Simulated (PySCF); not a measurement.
PySCF input file for I₆In₂, SMILES [I+]1[In-]([I])([I+][In-]1([I])[I])[I], TDA-CAM-B3LYP/def2-SVP. The structure is a stationary point at PBE0-D3(BJ)/def2-SVP. The def2 effective core potentials stand for the cores of I, In; spin–orbit coupling is left out.

```python
import numpy as np
from pyscf import gto, scf, dft, tdscf

mol = gto.M(
    atom='''
    In    1.95933073    0.00000000   -0.00060667
    In   -1.95933073    0.00000000   -0.00060667
    I     0.00000000   -2.09134659   -0.00946422
    I     0.00000000    2.09134658   -0.00946422
    I     3.18414462    0.00000000    2.35989007
    I     3.20560586    0.00000000   -2.34986497
    I    -3.18414462    0.00000000    2.35989007
    I    -3.20560586    0.00000000   -2.34986497
    ''',
    basis='def2-SVP',
    ecp={'I': 'def2-svp', 'In': 'def2-svp'},
    charge=0,
    spin=0,
    symmetry=True,
    max_memory=1600,
    verbose=4,
)
mf = dft.RKS(mol, xc='cam-b3lyp').density_fit(auxbasis='def2-universal-jkfit')
mf.grids.level = 3
mf.conv_tol = 1e-9
mf.max_cycle = 100
mf.kernel()
mf.grids = dft.Grids(mol).set(level=1).build(with_non0tab=True)  # coarser grid for the response kernel
td = tdscf.TDA(mf)
td.singlet = True
td.nstates = 6
td.conv_tol = 1e-4
td.positive_eig_threshold = 1e-6
td.kernel(x0=td.get_init_guess(mf, 11))
td.analyze()
tt = tdscf.TDA(mf)
tt.singlet = False
tt.nstates = 2
tt.conv_tol = 1e-4
tt.positive_eig_threshold = 1e-6
tt.kernel(x0=tt.get_init_guess(mf, 7))
tt.analyze(verbose=3)
```

Program output:

```
PySCF version 2.14.0

[INPUT] verbose = 4
[INPUT] num. atoms = 8
[INPUT] num. electrons = 192
[INPUT] charge = 0
[INPUT] spin (= nelec alpha-beta = 2S) = 0
[INPUT] symmetry True subgroup None
[INPUT] Mole.unit = angstrom
[INPUT] Symbol           X                Y                Z      unit          X                Y                Z       unit  Magmom
[INPUT]  1 In     1.959330730000   0.000000000000  -0.000606670000 AA    3.702598467144   0.000000000000  -0.001146440148 Bohr   0.0
[INPUT]  2 In    -1.959330730000   0.000000000000  -0.000606670000 AA   -3.702598467144   0.000000000000  -0.001146440148 Bohr   0.0
[INPUT]  3 I      0.000000000000  -2.091346590000  -0.009464220000 AA    0.000000000000  -3.952072286643  -0.017884783783 Bohr   0.0
[INPUT]  4 I      0.000000000000   2.091346580000  -0.009464220000 AA    0.000000000000   3.952072267746  -0.017884783783 Bohr   0.0
[INPUT]  5 I      3.184144620000   0.000000000000   2.359890070000 AA    6.017161272807   0.000000000000   4.459545916381 Bohr   0.0
[INPUT]  6 I      3.205605860000   0.000000000000  -2.349864970000 AA    6.057717138701   0.000000000000  -4.440601223009 Bohr   0.0
[INPUT]  7 I     -3.184144620000   0.000000000000   2.359890070000 AA   -6.017161272807   0.000000000000   4.459545916381 Bohr   0.0
[INPUT]  8 I     -3.205605860000   0.000000000000  -2.349864970000 AA   -6.057717138701   0.000000000000  -4.440601223009 Bohr   0.0

nuclear repulsion = 2057.44590064192
point group symmetry = C2v
symmetry origin: [ 0.00000000e+00 -2.40758374e-09 -1.72619218e-09]
symmetry axis x: [1. 0. 0.]
symmetry axis y: [ 0.00000000e+00  1.00000000e+00 -7.04447572e-12]
symmetry axis z: [0.00000000e+00 7.04436549e-12 1.00000000e+00]
num. orbitals of irrep A1 = 72
num. orbitals of irrep A2 = 32
num. orbitals of irrep B1 = 62
num. orbitals of irrep B2 = 42
number of shells = 80
number of NR pGTOs = 488
number of NR cGTOs = 208
basis = def2-SVP
ecp = {'I': 'def2-svp', 'In': 'def2-svp'}


[settings echo left out]
init E= -1928.18643598619
HOMO (B2) = -2.47532503268397  LUMO (A1) = -2.46029360748115  gap/eV = 0.40903
cycle= 1 E= -2158.806882921  delta_E= -231  |g|= 6.65  |ddm|= 27.4
HOMO (B1) = 0.200722299867802  LUMO (A1) = 0.213039491801491  gap/eV = 0.33517
cycle= 2 E= -2158.824504278  delta_E= -0.0176  |g|= 5.09  |ddm|= 24.7
HOMO (B1) = -0.302226130173091  LUMO (A1) = -0.255674507245641  gap/eV = 1.26673
cycle= 3 E= -2163.92814032138  delta_E= -5.1  |g|= 2.74  |ddm|= 18.9
HOMO (B2) = -0.294268247310989  LUMO (B1) = -0.111341096511966  gap/eV = 4.97770
cycle= 4 E= -2166.68268480673  delta_E= -2.75  |g|= 0.529  |ddm|= 5.39
HOMO (A1) = -0.316958310414583  LUMO (B1) = -0.0878266348248546  gap/eV = 6.23499
cycle= 5 E= -2166.769646848  delta_E= -0.087  |g|= 0.207  |ddm|= 1.17
HOMO (A1) = -0.324266014108109  LUMO (B1) = -0.0870088988685618  gap/eV = 6.45609
cycle= 6 E= -2166.78270026585  delta_E= -0.0131  |g|= 0.0616  |ddm|= 0.408
HOMO (A1) = -0.330020776954221  LUMO (B1) = -0.0913298047454978  gap/eV = 6.49511
cycle= 7 E= -2166.78391133944  delta_E= -0.00121  |g|= 0.00937  |ddm|= 0.116
HOMO (A1) = -0.329553594605494  LUMO (B1) = -0.090131585200675  gap/eV = 6.51500
cycle= 8 E= -2166.78397829468  delta_E= -6.7e-05  |g|= 0.0032  |ddm|= 0.0322
HOMO (A1) = -0.329591200803991  LUMO (B1) = -0.0900271880939609  gap/eV = 6.51887
cycle= 9 E= -2166.78398829585  delta_E= -1e-05  |g|= 0.00123  |ddm|= 0.0134
HOMO (A1) = -0.329517234522849  LUMO (B1) = -0.0900070820702519  gap/eV = 6.51740
cycle= 10 E= -2166.7839898054  delta_E= -1.51e-06  |g|= 0.000239  |ddm|= 0.00542
HOMO (A1) = -0.329521163046839  LUMO (B1) = -0.090016240437623  gap/eV = 6.51726
cycle= 11 E= -2166.78398990269  delta_E= -9.73e-08  |g|= 7.64e-05  |ddm|= 0.00176
HOMO (A1) = -0.329523814536048  LUMO (B1) = -0.0900239540579761  gap/eV = 6.51712
cycle= 12 E= -2166.78398990607  delta_E= -3.38e-09  |g|= 2.6e-05  |ddm|= 0.000244
HOMO (A1) = -0.329521679503406  LUMO (B1) = -0.090023722337337  gap/eV = 6.51707
cycle= 13 E= -2166.78398990647  delta_E= -3.92e-10  |g|= 9.33e-06  |ddm|= 8.41e-05
HOMO (A1) = -0.329522043903244  LUMO (B1) = -0.0900227173280008  gap/eV = 6.51711
Extra cycle  E= -2166.78398990648  delta_E= -1.27e-11  |g|= 8.62e-06  |ddm|= 3.42e-05
converged SCF energy = -2166.78398990648
tot grids = 64328
Overwritten attributes  positive_eig_threshold  of <class 'pyscf.tdscf.rks.TDA'>


******** <class 'pyscf.tdscf.rks.TDA'> for <class 'pyscf.df.df_jk.DFSymAdaptedRKS'> ********
nstates = 6 singlet
deg_eia_thresh = 1.000e-03
wfnsym = None
conv_tol = 0.0001
eigh lindep = 1e-12
eigh level_shift = 0
eigh max_cycle = 100


Excitation energies (eV)
[3.77009427 3.79205852 3.82474256 3.86203763 3.94721954 4.01964535]

** Singlet excitation energies and oscillator strengths **
Excited State   1:   B1      3.77009 eV    328.86 nm  f=0.0000
      95 -> 98       -0.42386
      96 -> 97       -0.55324
Excited State   2:   A1      3.79206 eV    326.96 nm  f=0.0097
      95 -> 97        0.52265
      96 -> 98        0.46078
Excited State   3:   A2      3.82474 eV    324.16 nm  f=0.0000
      91 -> 98       -0.40859
      94 -> 97       -0.56633
Excited State   4:   B2      3.86204 eV    321.03 nm  f=0.0000
      91 -> 97       -0.50777
      94 -> 98       -0.47663
Excited State   5:   A2      3.94722 eV    314.11 nm  f=0.0000
      89 -> 97       -0.50354
      93 -> 98       -0.48305
Excited State   6:   B1      4.01965 eV    308.45 nm  f=0.1309
      85 -> 98       -0.10245
      90 -> 97        0.52140
      92 -> 98        0.44835

** Transition electric dipole moments (AU) **
state          X           Y           Z        Dip. S.      Osc.
  1        -0.0033      0.0000      0.0000      0.0000      0.0000
  2         0.0000     -0.0000     -0.3230      0.1043      0.0097
  3        -0.0000     -0.0000     -0.0000      0.0000      0.0000
  4        -0.0000     -0.0017     -0.0000      0.0000      0.0000
  5        -0.0000     -0.0000      0.0000      0.0000      0.0000
  6         1.1528     -0.0000     -0.0000      1.3288      0.1309

WARN: ECP detected. Skipping calculation of transition velocity and magnetic dipole moments, which have not yet been implemented.



******** <class 'pyscf.tdscf.rks.TDA'> for <class 'pyscf.df.df_jk.DFSymAdaptedRKS'> ********
nstates = 2 triplet
deg_eia_thresh = 1.000e-03
wfnsym = None
conv_tol = 0.0001
eigh lindep = 1e-12
eigh level_shift = 0
eigh max_cycle = 100


Excitation energies (eV)
[3.43377404 3.4421383 ]

** Triplet excitation energies and oscillator strengths **
Excited State   1:   B1      3.43377 eV    361.07 nm  f=0.0000
Excited State   2:   A1      3.44214 eV    360.20 nm  f=0.0000
```

Self-consistency was reached.
